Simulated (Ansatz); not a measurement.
One change: `[SiH3][SiH2][SiH2][SiH3]` becomes `BS[SiH2][SiH2][SiH3]`.

Ansatz, PBE0-D4/def2-TZVP geometries, multiplicity 1. Each molecule was computed in one conformer, which needn't be the lowest.

```tsv
property	`[SiH3][SiH2][SiH2][SiH3]`
zero-point energy (PBE0-D4/def2-TZVP) / kJ/mol	219.0
HOMO–LUMO gap (PBE0/def2-TZVPP) / eV	7.57
HOMO energy (B3LYP/def2-TZVPP) / eV	-7.71
HOMO–LUMO gap (B3LYP/def2-TZVPP) / eV	7.23
size of the dipole moment (ωB97M-V/def2-TZVPP) / D	0.14
size of the dipole moment (PBE/def2-TZVPP) / D	0.11
```

Problem. What does the change do to each property? (Best estimate.)

Solution. The calculation gave: 
```csv
property,`BS[SiH2][SiH2][SiH3]`,shift
zero-point energy (PBE0-D4/def2-TZVP) / kJ/mol,216.6,-2.4
HOMO–LUMO gap (PBE0/def2-TZVPP) / eV,6.17,-1.40
HOMO energy (B3LYP/def2-TZVPP) / eV,-7.57,0.14
HOMO–LUMO gap (B3LYP/def2-TZVPP) / eV,5.79,-1.44
size of the dipole moment (ωB97M-V/def2-TZVPP) / D,1.07,0.93
size of the dipole moment (PBE/def2-TZVPP) / D,1.05,0.94
```

With PBE0 the HOMO rises by 0.13 eV and the LUMO falls by 1.27 eV, so the gap narrows by about 1.40 eV. PBE moves the HOMO by 0.13 eV and ωB97M-V by 0.09 eV. Dipoles are sizes alone; their direction can turn.

B3LYP here is the variant with VWN-RPA as its local correlation; programs differ in this.
